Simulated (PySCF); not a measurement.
## Structure revision by computed shifts

A compound C$_{8}$H$_{9}$F$_{3}$ gives the data below (simulated from a calculation) and was assigned the structure `C=CC(C=C)/C=C\C(F)(F)F`.

¹³C{¹H} NMR (computed): δ 149.1 (C), 147.5 (C, q, J = 32.7 Hz), 140.4 (CH), 139.6 (CH), 130.7 (CH2, q, J = 5.4 Hz), 127.7 (C, q, J = 336.1 Hz), 126.5 (CH2), 21.5 (CH3).

¹H NMR (400 MHz, computed): δ 6.34 (dq, J = 1.9, 1.2 Hz, 1H), 6.30 (dq, J = 16.2, 2.3 Hz, 1H), 5.94 (dqt, J = 16.2, 8.3, 1.0 Hz, 1H), 5.54 (dq, J = 1.9, 1.6 Hz, 1H), 5.48 (sext, J = 1.3 Hz, 1H), 5.30 (quint of q of d, J = 1.5, 1.2, 1.1 Hz, 1H), 1.95 (ddt, J = 8.3, 2.3, 1.4 Hz, 3H).

How the numbers were obtained: B3LYP/pcJ-1 coupling constants (spin–dipole term only in couplings to heteroatoms), geometry from PBE0-D3(BJ)/def2-SVP, shieldings: GIAO PBE0/pcSseg-1, in PySCF (one averaged value for each set of equivalent atoms, non-relativistic Hamiltonian, isolated molecule, a single conformation).

References, each an isolated molecule treated in the same way: ¹H and ¹³C vs TMS.

Task: Compare with the shifts computed for the proposed structure, pairing carbons in order of shift.

Result: Numbering as in the mapped SMILES `[CH2:1]=[CH:2][CH:3]([CH:4]=[CH2:5])/[CH:6]=[CH:7]\[C:8]([F:9])([F:10])[F:11]`; H(Xn) means a hydrogen on atom n.

```csv
atom,computed for proposal,given list,difference
C6,153.5,149.1,+4.4
C2,145.4,147.5,-2.1
C4,145.4,140.4,+5.0
C8,128.5,139.6,-11.1
C1,126.1,130.7,-4.6
C5,126.1,127.7,-1.6
C7,124.5,126.5,-2.0
C3,55.1,21.5,+33.6
```

The rms difference is 12.9 ppm and the largest +33.6 ppm at C3 (allylic sp3 CH). The proposal also would give 6 carbon signals, not 8. The carbon types in order of shift don't match either: CH, CH, CH, C, CH2, CH2, CH, CH for the proposal against C, C, CH, CH, CH2, C, CH2, CH3 in the data. The proposal doesn't fit.

Task: Which isomer fits?

Result: `InChI=1S/C8H9F3/c1-4-5-6(2)7(3)8(9,10)11/h4-5H,2-3H2,1H3/b5-4+`.

1. Carbon types of the structure: 3 × C, 2 × CH, 2 × CH2, 1 × CH3, which accounts for all hydrogens.
2. δC 149.1, 147.5: fully substituted alkene carbon; as expected for a trigonal carbon in a double bond.
3. δC 140.4, 139.6: alkene CH; an sp2 carbon of a C=C bond.
4. δC 130.7, 126.5: terminal =CH2 carbon; as expected for a trigonal carbon in a double bond.
5. δC 127.7: CF3 carbon; 3 electronegative neighbours deshield it.
6. The protons at 6.30 and 5.94 share a coupling of 16.2 Hz (vicinal, trans across C=C).
7. The protons at 5.94 and 1.95 share a coupling of 8.3 Hz (vicinal).

Other isomers checked: C=C[C@@H]1CC(=C)[C@@H]1C(F)(F)F (rms 41.3 ppm); CC/C=C\C#CCC(F)(F)F (rms 55.6 ppm).

The data come from this structure; uniqueness wasn't tested.

C–F couplings over four or more bonds (about 3 Hz to the para carbon of a fluoroarene) are left out. Common functionals overestimate the size of one-bond C–F couplings by tens of Hz; these are unscaled. Splittings below 1 Hz are ignored in the labels, and close J values are merged. Unscaled 3J(H,H) at this level run about 10 % above measured values. Shifts are as computed. Against solution values, carbons near 30 ppm lie about +2 ppm off and those near 130 ppm about +5 ppm. Of 1313 compounds with measured shifts, 239 miss one by over three times the rms of a fit or turn the order of signals round; such compounds aren't used in these exercises.
